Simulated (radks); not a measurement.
Ionisation ladder of hafnium, from Hf I to Hf VI. Each ion is in the ground configuration listed by NIST, and IE = E(next ion) - E(this ion). Calculated with a radial shooting solver on a logarithmic mesh with Libxc functionals: Dirac Kohn-Sham, PBEsol, spin-unpolarised, spherical densities, finite nucleus; open shells are shared between the two j in proportion to 2j + 1; Fermi nuclear charge, rms radius 5.347 fm.

| species | configuration | E (hartree) | IE, Delta-SCF (eV) | -e(HOMO) (eV) | HOMO | <r> HOMO (bohr) | IE, NIST (eV) | kind | error (eV) |
|---|---|---|---|---|---|---|---|---|---|
| Hf I | [Xe] 4f14 5d2 6s2 | -15091.0437 | 6.544 | 2.544 | 5d5/2 | 2.56 | 6.825 | exp. | -0.281 |
| Hf II | [Xe] 4f14 5d1 6s2 | -15090.8032 | 15.627 | 10.501 | 5d5/2 | 2.20 | 14.61 | theory | +1.017 |
| Hf III | [Xe] 4f14 5d2 | -15090.2289 | 21.765 | 16.456 | 5d5/2 | 2.13 | 22.55 | theory | -0.785 |
| Hf IV | [Xe] 4f14 5d1 | -15089.4290 | 32.798 | 26.795 | 5d5/2 | 1.95 | 33.37 | semi-emp. | -0.572 |
| Hf V | [Xe] 4f14 | -15088.2237 | 69.607 | 57.106 | 4f7/2 | 0.675 | 68.37 | semi-emp. | +1.237 |
| Hf VI | [Xe] 4f13 | -15085.6657 | 102.83 | 80.930 | 4f7/2 | 0.648 | 98 | theory | +4.8 |

Reference values: NIST Atomic Spectra Database (exp. = measured, semi-emp. = semi-empirical, theory = theoretical value adopted there). The ionisation energy per charge of the ion left behind rises most, in proportion, at Hf V ([Xe] 4f14), from 8.200 to 13.921 eV. Against the entries that are not theoretical the mean signed error is -1.3 % and the largest -4.1 %. Spin polarisation and multiplet splitting are left out, so open shells lie too high by an amount that depends on their filling. Sharing an open shell by 2j + 1 raises it above the true ground level by a part of the spin-orbit splitting, which enters the differences from NIST.

Beside tabulated values, note that spin-unpolarised runs miss the spin-polarisation part of the exchange energy of open shells.
